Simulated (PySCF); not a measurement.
Correlation energy of Mn (manganese, neutral)

[Ar] 3d5 4s2, high-spin 6S determinant. Computed with PySCF 2.14 in aug-cc-pVDZ, with the non-relativistic Hamiltonian (point nucleus). Frozen: [Ar]; 7 electrons correlated.

MP2 pair energies summed by pair of shells (mhartree):

| pair | energy | share (%) |
| --- | --- | --- |
| 3d-3d | -57.43 | 55.8 |
| 3d-4s | -24.14 | 23.5 |
| 4s-4s | -21.29 | 20.7 |

Total MP2 correlation energy: -102.87 mhartree.

Same-spin part -68.20 and opposite-spin part -34.67 mhartree; SCS-MP2 scales them by 1/3 and 6/5 to -64.34 mhartree.
